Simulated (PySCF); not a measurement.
Gas-phase reaction: Ga2H6 + 2 GaCl2 → 3 GaH2Cl + GaCl

Computed with PySCF and rigid-rotor harmonic-oscillator thermochemistry at 1 bar. † marks an energy on the PBE0/def2-TZVP geometry and frequencies; other levels use their own. MP2 freezes the core. Open shells (unrestricted): GaCl2 (multiplicity 2); the rest are closed-shell singlets. Ga: all electrons, no relativistic terms. Ga2H6, GaCl2, GaH2Cl: computed as isolated molecules; such fragments, hydroxides, amides, oligomers or adducts are transient or little studied in the gas. MP2 isn't extrapolated to the basis-set limit; its ΔH°(298 K) is -124.8 kJ in def2-SVP and -119.9 kJ in def2-TZVPP. The harmonic model lacks anharmonicity and excited electronic states, which grow with temperature; levels with a mode under 35 cm⁻¹ are left out. Soft modes under 120 cm⁻¹ make the harmonic entropy rough for GaCl2.

```
level              ΔE electronic, kJ  ΔH°(298 K), kJ  ΔS°(298 K), J/K  ΔG°(800 K), kJ
-----------------  -----------------  --------------  ---------------  --------------
HF/def2-TZVP†                   -116            -122              132            -227
M06-2X/def2-TZVP†               -100            -107              132            -211
MP2/def2-TZVPP†                 -113            -120              132            -224
PBE/def2-SVP                    -104            -110              129            -212
PBE0/def2-QZVP†                 -110            -116              132            -221
PBE0/def2-TZVP                  -108            -114              132            -219
LDA/def2-TZVP†                   -76             -82              132            -187
```
ΔH° is lowest at HF/def2-TZVP† and highest at LDA/def2-TZVP†. No reference value is set beside these.
